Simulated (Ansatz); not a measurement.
BClH6Si2 (`B[SiH]([SiH3])Cl`). Total charge 0; spin multiplicity 1.

Z-matrix (Å, degrees):
```
Si
Si 1 2.353
Cl 1 2.073 2 107.5
B 1 1.990 2 107.4 3 123.1
H 1 1.489 2 108.3 3 -115.5
H 2 1.488 1 109.7 3 174.7
H 2 1.486 1 110.0 3 -65.4
H 2 1.486 1 109.3 3 54.6
H 4 1.193 1 123.0 2 -104.1
H 4 1.197 1 118.3 2 71.4
```

**Question.** Give the diagnostics of a CCSD(T)/def2-TZVPP run (frozen core, Ansatz 0.2.0). (An estimate is asked.)

**Answer.** Ansatz gave: T1 = 0.0124, largest single amplitude 0.019, largest double 0.025, (T) share of the correlation energy 3.6 %, 10 CCSD cycles. The RHF solution is stable towards an unrestricted one. T1 lies under the customary mark of 0.02 for closed shells.
